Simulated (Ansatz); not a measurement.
Steps of a relaxation of C$_{3}$H$_{5}$Br (`C=CCBr`) with RKS PBE0-D4/def2-TZVP.

```sh
$ ansatz run in.yaml --threads 4 --pin off --events-out ev --progress --plain --max-ram 10444MiB
```

```yaml
crystal:
  periodic: [false, false, false]
  atoms:
    - {symbol: C, position_ang: [-0.619773, 1.287863, -0.123512]}
    - {symbol: C, position_ang: [0.391299, 0.411089, -0.212553]}
    - {symbol: C, position_ang: [0.382782, -1.042051, 0.145289]}
    - {symbol: Br, position_ang: [-1.326044, -1.735144, 0.814278]}
    - {symbol: H, position_ang: [-1.609997, 0.979596, 0.248197]}
    - {symbol: H, position_ang: [-0.482803, 2.338299, -0.420472]}
    - {symbol: H, position_ang: [1.374760, 0.752282, -0.590247]}
    - {symbol: H, position_ang: [0.638388, -1.671833, -0.730949]}
    - {symbol: H, position_ang: [1.125388, -1.262602, 0.938870]}
basis:
  gaussian: {orbitals: def2-TZVP}
hamiltonian: {xc: pbe0, dispersion: d4}
relax: {f_tol: 0.005, max_steps: 150}
```

Positions (Å) and forces (eV/Å) along the path, 7 of 7 steps:

```xyz
9
step=1 energy=-73227.4564 eV
C    -0.620    1.288   -0.124    0.381   -0.405   -0.015
C     0.391    0.411   -0.213   -0.371    0.579   -0.032
C     0.383   -1.042    0.145    0.283   -0.250   -0.018
Br   -1.326   -1.735    0.814    0.358    0.176   -0.148
H    -1.610    0.980    0.248    0.546    0.179   -0.209
H    -0.483    2.338   -0.420   -0.063   -0.574    0.159
H     1.375    0.752   -0.590   -0.525   -0.179    0.202
H     0.638   -1.672   -0.731   -0.185    0.339    0.442
H     1.125   -1.263    0.939   -0.424    0.135   -0.382
9
step=2 energy=-73227.4991 eV
C    -0.614    1.273   -0.122    0.045   -0.065   -0.004
C     0.389    0.411   -0.211    0.019    0.125   -0.033
C     0.386   -1.035    0.143    0.023   -0.106    0.016
Br   -1.314   -1.708    0.805    0.065    0.005   -0.019
H    -1.592    0.966    0.244    0.140    0.068   -0.055
H    -0.481    2.312   -0.414   -0.023   -0.147    0.043
H     1.360    0.752   -0.585   -0.143   -0.046    0.056
H     0.628   -1.659   -0.725   -0.023    0.116    0.131
H     1.113   -1.254    0.933   -0.102    0.051   -0.135
9
step=3 energy=-73227.5020 eV
C    -0.612    1.272   -0.124    0.001   -0.005    0.015
C     0.387    0.410   -0.211   -0.010   -0.011    0.003
C     0.381   -1.034    0.144   -0.012   -0.008    0.009
Br   -1.310   -1.718    0.807    0.024    0.022   -0.013
H    -1.586    0.972    0.243   -0.021    0.003   -0.004
H    -0.477    2.305   -0.415   -0.003    0.016   -0.005
H     1.354    0.748   -0.581    0.010   -0.005   -0.005
H     0.627   -1.650   -0.721   -0.001   -0.009   -0.015
H     1.109   -1.247    0.926    0.011   -0.003    0.014
9
step=4 energy=-73227.5021 eV
C    -0.611    1.272   -0.121   -0.006   -0.015   -0.023
C     0.387    0.410   -0.209    0.002    0.004    0.001
C     0.382   -1.034    0.144   -0.012   -0.005    0.001
Br   -1.309   -1.714    0.807    0.003    0.000    0.001
H    -1.588    0.971    0.238   -0.001    0.008    0.013
H    -0.477    2.306   -0.414    0.001    0.006    0.004
H     1.354    0.747   -0.581    0.006    0.003    0.005
H     0.626   -1.650   -0.722    0.003   -0.002   -0.005
H     1.111   -1.249    0.926    0.003    0.000    0.004
9
step=5 energy=-73227.5021 eV
C    -0.612    1.271   -0.123    0.003   -0.007    0.004
C     0.387    0.410   -0.210    0.003    0.007   -0.001
C     0.382   -1.035    0.144   -0.006   -0.005    0.001
Br   -1.309   -1.714    0.807    0.000   -0.002    0.001
H    -1.588    0.972    0.241    0.000    0.005   -0.003
H    -0.477    2.306   -0.414   -0.001   -0.001   -0.001
H     1.354    0.748   -0.580    0.000    0.001    0.000
H     0.627   -1.651   -0.722    0.001    0.002    0.000
H     1.111   -1.248    0.926    0.001    0.002   -0.002
9
step=6 energy=-73227.5021 eV
C    -0.612    1.271   -0.123    0.001   -0.005    0.001
C     0.387    0.410   -0.210    0.001    0.003    0.000
C     0.382   -1.035    0.144   -0.002   -0.002    0.001
Br   -1.309   -1.715    0.807    0.001    0.000    0.000
H    -1.588    0.972    0.241   -0.001    0.003   -0.001
H    -0.477    2.306   -0.414    0.000    0.001    0.000
H     1.354    0.748   -0.580    0.000    0.000    0.000
H     0.627   -1.651   -0.722    0.000    0.000   -0.001
H     1.111   -1.248    0.926    0.001    0.000    0.000
9
step=7 energy=-73227.5021 eV
C    -0.612    1.271   -0.123    0.000   -0.002    0.000
C     0.387    0.410   -0.210    0.000    0.001    0.000
C     0.382   -1.035    0.144    0.000    0.000    0.000
Br   -1.309   -1.715    0.807    0.000    0.000    0.000
H    -1.589    0.973    0.240   -0.001    0.001    0.000
H    -0.477    2.306   -0.414    0.000    0.001    0.000
H     1.354    0.748   -0.580    0.000    0.000    0.000
H     0.626   -1.650   -0.722    0.000    0.000    0.000
H     1.111   -1.249    0.926    0.000    0.000    0.000
```

Hardware: 4 threads of an AMD EPYC 9R45 on a shared host. Wall time 7.5 s, peak host memory 0.43 GiB.
